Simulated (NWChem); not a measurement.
All runs are NWChem calculations. System: C3H9N, charge 1, spin multiplicity 2, at the geometry of a parent with another charge or spin, in a state set for the comparison that need not be this species' ground state. Its SCF solution wasn't tested for a lower state. Level: UB3LYP/def2-TZVP, VWN1-RPA local correlation.

Job file:

```
start mol
memory heap 200 mb stack 900 mb global 1100 mb
charge 1
geometry units angstroms nocenter noautoz noautosym
  C     -1.877165    -0.098972     0.251392
  C     -0.477342    -0.520350    -0.152014
  N      0.484453     0.526275     0.101746
  C      1.838670     0.184759    -0.249067
  H     -2.166903     0.825581    -0.270057
  H     -2.613049    -0.881751     0.014589
  H     -1.938213     0.093898     1.335516
  H     -0.216497    -1.480108     0.353763
  H     -0.458402    -0.744317    -1.234131
  H      0.435044     0.807303     1.078703
  H      2.518441     1.009889     0.012887
  H      1.918127     0.034169    -1.338927
  H      2.225309    -0.741220     0.233570
end
basis spherical
  * library def2-tzvp
end
dft
  xc b3lyp
  odft
  mult 2
  semidirect memsize 60000000 filesize 0
  iterations 100
end
task dft energy
```

Part of the output:

```
             Northwest Computational Chemistry Package (NWChem) 7.3.0
             --------------------------------------------------------

                                NWChem Input Module
                                -------------------

 Scaling coordinates for geometry "geometry" by  1.889725989
 (inverse scale =  0.529177249)

                             Geometry "geometry" -> ""
                             -------------------------

 Output coordinates in angstroms (scale by  1.889725989 to convert to a.u.)

  No.       Tag          Charge          X              Y              Z
 ---- ---------------- ---------- -------------- -------------- --------------
    1 C                    6.0000    -1.87716500    -0.09897200     0.25139200
    2 C                    6.0000    -0.47734200    -0.52035000    -0.15201400
    3 N                    7.0000     0.48445300     0.52627500     0.10174600
    4 C                    6.0000     1.83867000     0.18475900    -0.24906700
    5 H                    1.0000    -2.16690300     0.82558100    -0.27005700
    6 H                    1.0000    -2.61304900    -0.88175100     0.01458900
    7 H                    1.0000    -1.93821300     0.09389800     1.33551600
    8 H                    1.0000    -0.21649700    -1.48010800     0.35376300
    9 H                    1.0000    -0.45840200    -0.74431700    -1.23413100
   10 H                    1.0000     0.43504400     0.80730300     1.07870300
   11 H                    1.0000     2.51844100     1.00988900     0.01288700
   12 H                    1.0000     1.91812700     0.03416900    -1.33892700
   13 H                    1.0000     2.22530900    -0.74122000     0.23357000

 Effective nuclear repulsion energy (a.u.)     133.2714971395

            Nuclear Dipole moment (a.u.)
            ----------------------------
        X                 Y               Z
 ---------------- ---------------- ----------------
     0.0000113384    -0.0000170075     0.0000018897


 Summary of "ao basis" -> "" (spherical)
 ------------------------------------------------------------------------------
       Tag                 Description            Shells   Functions and Types
 ---------------- ------------------------------  ------  ---------------------
 *                         def2-tzvp                  on all atoms

                                 NWChem DFT Module
                                 -----------------

 Summary of "ao basis" -> "ao basis" (spherical)
 ------------------------------------------------------------------------------
       Tag                 Description            Shells   Functions and Types
 ---------------- ------------------------------  ------  ---------------------
 C                         def2-tzvp                11       31   5s3p2d1f
 N                         def2-tzvp                11       31   5s3p2d1f
 H                         def2-tzvp                 4        6   3s1p

 Summary of "ao basis" -> "ao basis" (spherical)
 ------------------------------------------------------------------------------
       Tag                 Description            Shells   Functions and Types
 ---------------- ------------------------------  ------  ---------------------
 C                         def2-tzvp                11       31   5s3p2d1f
 N                         def2-tzvp                11       31   5s3p2d1f
 H                         def2-tzvp                 4        6   3s1p

            General Information
[...]
 Vector   19  Occ=0.000000D+00  E=-1.229058D-01
              MO Center=  5.8D-01, -3.0D-01, -4.4D-01, r^2= 6.5D+00
   Bfn.  Coefficient  Atom+Function         Bfn.  Coefficient  Atom+Function
  ----- ------------  ---------------      ----- ------------  ---------------
    36      1.829314   2 C  s                98      1.600605   4 C  s
   151     -1.425872   9 H  s               169     -1.184937  12 H  s
   157      1.038716  10 H  s               145     -0.979748   8 H  s
   175     -0.935001  13 H  s                67     -0.899167   3 N  s
    44     -0.483956   2 C  py              106     -0.342347   4 C  py

   alpha - beta orbital overlaps
   -----------------------------

   alpha      1      2      3      4      5      6      7      8      9     10
    beta      1      2      3      4      5      6      7      8      9     10
 overlap   1.000  1.000  1.000  1.000  0.998  1.000  0.995  0.996  0.943  0.989

   alpha     11     12     13     14     15     16     17     18     19     20
    beta     11     12     13     14     15     15     16     18     19     20
 overlap   0.909  0.980  0.995  0.908  0.637  0.744  0.760  0.999  0.997  0.998

   alpha     21     22     23     24     25     26     27     28     29     30
    beta     21     22     23     24     25     26     27     28     29     30
 overlap   0.993  0.987  0.991  0.986  0.983  0.998  0.994  0.975  0.977  0.991

   alpha     31     32     33     34     35     36     37     38     39     40
    beta     31     32     33     34     35     36     37     38     39     40
 overlap   0.986  0.989  0.991  0.992  0.982  0.994  0.985  0.988  0.998  0.990

   alpha     41     42     43     44     45     46     47     48     49     50
    beta     41     42     43     44     45     46     46     47     49     50
 overlap   0.962  0.982  0.961  0.953  0.981  0.687  0.699  0.891  0.986  0.980

   alpha     51     52     53     54     55     56     57     58     59     60
    beta     51     52     53     54     55     56     57     58     59     60
 overlap   0.984  0.998  0.996  0.998  0.999  0.998  0.999  1.000  0.999  0.999

   alpha     61     62     63     64     65     66     67     68     69     70
    beta     61     62     63     64     65     66     67     68     69     70
 overlap   0.999  0.998  0.997  0.999  0.998  0.997  0.998  0.998  0.998  0.988

   alpha     71     72     73     74     75     76     77     78     79     80
    beta     71     72     73     74     75     76     77     78     79     80
 overlap   0.988  0.997  0.988  0.991  0.995  0.996  0.981  0.960  0.975  0.989

   alpha     81     82     83     84     85     86     87     88     89     90
    beta     81     82     83     84     85     86     87     88     89     90
 overlap   0.990  0.998  0.999  0.998  0.999  0.999  0.990  0.991  0.995  0.983

   alpha     91     92     93     94     95     96     97     98     99    100
    beta     91     92     93     94     95     96     97     98     99    100
 overlap   0.997  0.986  0.997  0.969  0.975  0.987  0.921  0.870  0.953  0.998

   alpha    101    102    103    104    105    106    107    108    109    110
    beta    101    102    103    104    105    106    107    108    109    110
 overlap   0.999  0.997  0.996  0.996  0.961  0.962  0.995  0.987  0.987  0.998

   alpha    111    112    113    114    115    116    117    118    119    120
    beta    111    112    113    114    115    116    117    118    119    120
 overlap   1.000  0.998  0.970  0.971  0.996  0.997  0.997  0.892  0.893  0.995

   alpha    121    122    123    124    125    126    127    128    129    130
    beta    121    122    123    124    125    126    127    128    129    130
 overlap   0.999  0.997  0.999  0.999  0.997  0.997  0.994  0.979  0.982  0.999

   alpha    131    132    133    134    135    136    137    138    139    140
    beta    131    132    133    134    135    136    137    138    139    140
 overlap   0.978  0.978  0.992  0.991  0.997  0.995  0.996  0.992  0.999  0.953

   alpha    141    142    143    144    145    146    147    148    149    150
    beta    141    142    143    144    145    146    147    148    149    150
 overlap   0.955  0.996  0.996  0.999  0.999  0.999  0.999  0.998  0.998  1.000

   alpha    151    152    153    154    155    156    157    158    159    160
    beta    151    152    153    154    155    156    157    158    159    160
 overlap   0.998  0.997  0.998  0.997  0.979  0.979  0.999  0.999  0.998  0.999

   alpha    161    162    163    164    165    166    167    168    169    170
    beta    161    162    163    164    165    166    167    168    169    170
 overlap   0.998  0.998  0.991  0.989  0.986  0.952  0.970  0.998  0.996  0.998

   alpha    171    172    173    174    175    176    177    178
    beta    171    172    173    174    175    176    177    178
 overlap   0.999  0.998  0.999  1.000  1.000  1.000  1.000  1.000

     --------------------------
     Expectation value of S2:
     --------------------------
      <S2> =      0.7543 (Exact =     0.7500)

 center of mass
 --------------
 x =   0.00944727 y =   0.03422001 z =  -0.00589065

 moments of inertia (a.u.)
 ------------------
          80.748830395243         -54.190338789405          45.422734325100
         -54.190338789405         458.183993836571          -6.458435133022
          45.422734325100          -6.458435133022         478.285547796953

     Multipole analysis of the density
     ---------------------------------

     L   x y z        total         alpha         beta         nuclear
     -   - - -        -----         -----         ----         -------
     0   0 0 0      1.000000    -17.000000    -16.000000     34.000000

     1   1 0 0      0.842794     -0.069320      0.912103      0.000011
     1   0 1 0     -0.047793     -0.304371      0.256595     -0.000017
     1   0 0 1      0.245484      0.130742      0.114740      0.000002

     2   2 0 0    -10.008386   -140.808282   -137.518865    268.318761
     2   1 1 0      1.192948    -15.173705    -14.820825     31.187477
     2   1 0 1     -0.261667     13.944099     13.997648    -28.203413
     2   0 2 0    -16.223020    -28.075129    -24.793196     36.645305
     2   0 1 1      0.754969     -1.858034     -2.292134      4.905137
     2   0 0 2    -16.152008    -21.907134    -20.951186     26.706312

 Task  times  cpu:      104.1s     wall:      104.1s

 Total times  cpu:      104.1s     wall:      104.1s
```
